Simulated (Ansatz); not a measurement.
Cost and result up the ladder for Si4Cl2 (6 atoms). The state is a singlet with charge 0. Geometry: B3LYP-D4/def2-SVP.

```csv
atom,x (Å),y (Å),z (Å)
Si1,-0.021,1.080,1.696
Si2,0.935,-1.747,0.075
Si3,-0.306,-0.895,-1.776
Si4,1.883,0.151,0.601
Cl5,-2.084,-0.887,-0.555
Cl6,-0.407,2.298,-0.041
```

Ansatz on 4 threads of Arm Neoverse N1 on a shared host. Times are rough, and most runs start from the orbitals of an earlier one. No level here is sound enough to serve as a yardstick. Binding counts from free atoms at the same level (Si triplet, Cl doublet; other spins of the atoms weren't run), without zero-point energy or a counterpoise term.

B3LYP takes the VWN-RPA correlation. Correlated methods freeze 30 core orbitals. Another isomer (singlet) lies 1.28 eV lower at PBE0-D4/def2-TZVP; other spin states weren't run for this one.

Correlated methods converge slowly with the basis.

| level | functions | wall time | binding energy per atom (eV) | remarks |
| --- | --- | --- | --- | --- |
| PBE-D4/def2-TZVP (with forces) | 222 | 4.8 s | 3.02 | restricted SCF unstable in HF |
| B3LYP-D4/def2-TZVP | 222 | 8 s | 2.81 | restricted SCF unstable in HF |
| CAM-B3LYP-D4/def2-TZVP | 222 | 9 s | 2.70 | restricted SCF unstable in HF |
| PBE0-D4/def2-TZVP | 222 | 10 s | 2.87 | restricted SCF unstable in HF |
| r2SCAN-D4/def2-TZVP | 222 | 10 s | 2.89 | restricted SCF unstable in HF |
| CCSD(T)/def2-TZVPP | 252 | 3.4 min | 2.66 | large T1 (0.034), restricted SCF unstable |
